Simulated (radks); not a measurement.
Q: The mean radii <r> (bohr) of the occupied orbitals of an atom or ion are listed with their occupations. Calculated with a radial shooting solver on a logarithmic mesh with Libxc functionals: scalar-relativistic Kohn-Sham, LDA (Slater exchange, Perdew-Wang correlation), spin-polarised, spherical densities, finite nucleus; Fermi nuclear charge, rms radius of each element as measured or else 0.836 A^(1/3) + 0.57 fm.

| orbital | occ. | <r> |
|---|---|---|
| 1s up | 1 | 0.1773 |
| 1s down | 1 | 0.1771 |
| 2s up | 1 | 1.005 |
| 2s down | 1 | 1.017 |
| 2p up | 3 | 1.088 |
| 2p down | 2 | 1.127 |

Name the element and its charge. Open shells, if any, are filled with parallel spins first.

A: Z = 9, fluorine, charge 0: F in [He] 2s2 2p5. The 1s radius gives Z: for a bare nucleus <r> = (2 gamma + 1)/(2Z) with gamma = sqrt(1 - (Z/c)^2), 0.1664 bohr for Z = 9, and screening makes it slightly larger (0.1773 here). The occupations add up to 9, and the charge is Z minus that.
